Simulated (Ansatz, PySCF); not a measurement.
This PySCF input computes a B3LYP/def2-TZVPD energy:

```python
from pyscf import gto, scf, dft

mol = gto.M(
    atom='''
    C    -2.10360464   -0.24540614    0.05048341
    C    -0.79346234   -0.97744918    0.15542814
    C     0.38579056   -0.42647010    0.06340973
    C     1.31852493    0.52042534   -0.08814731
    N     2.19219248    1.29263228   -0.21242435
    H    -1.95609971    0.81979115   -0.11458196
    H    -2.69389330   -0.65516419   -0.77305522
    H    -2.68342752   -0.38711613    0.96606080
    H    -0.85541792   -2.05253638    0.32150300
    ''',
    basis='def2-tzvpd',
    charge=0,
    spin=1,
    verbose=4,
)

mf = dft.UKS(mol, xc='b3lyp').density_fit(auxbasis='def2-universal-jkfit')
mf.grids.level = 3
mf.conv_tol = 1e-9
mf.max_cycle = 100
mf.max_memory = 1500
mf.kernel()
if not mf.converged:
    mf = mf.newton()
    mf.kernel(mf.make_rdm1())
for _ in range(2):
    mo, _, stable, _ = mf.stability(return_status=True)
    if stable:
        break
    mf.kernel(mf.make_rdm1(mo, mf.mo_occ))
mf.analyze()
```

Question: Write an input for the same energy in Ansatz (a program for electronic structure) and say what it gives.

Answer: 
Ansatz 0.2 input:
```yaml
crystal:
  periodic: [false, false, false]
  atoms:
    - {symbol: C, position_ang: [-2.10360464, -0.24540614, 0.05048341]}
    - {symbol: C, position_ang: [-0.79346234, -0.97744918, 0.15542814]}
    - {symbol: C, position_ang: [0.38579056, -0.42647010, 0.06340973]}
    - {symbol: C, position_ang: [1.31852493, 0.52042534, -0.08814731]}
    - {symbol: N, position_ang: [2.19219248, 1.29263228, -0.21242435]}
    - {symbol: H, position_ang: [-1.95609971, 0.81979115, -0.11458196]}
    - {symbol: H, position_ang: [-2.69389330, -0.65516419, -0.77305522]}
    - {symbol: H, position_ang: [-2.68342752, -0.38711613, 0.96606080]}
    - {symbol: H, position_ang: [-0.85541792, -2.05253638, 0.32150300]}
basis:
  gaussian:
    orbitals: def2-TZVPD
hamiltonian:
  xc: {name: B3LYP}
magnetization: {spin_polarized: true, initial_magnetization: 1}
output: {forces: true}
```
It gives -209.56345 Eh, and PySCF -209.56351 Eh, a difference of 0.06 mEh, from the treatment of integrals and grids.

It need not be the lowest isomer of its formula.
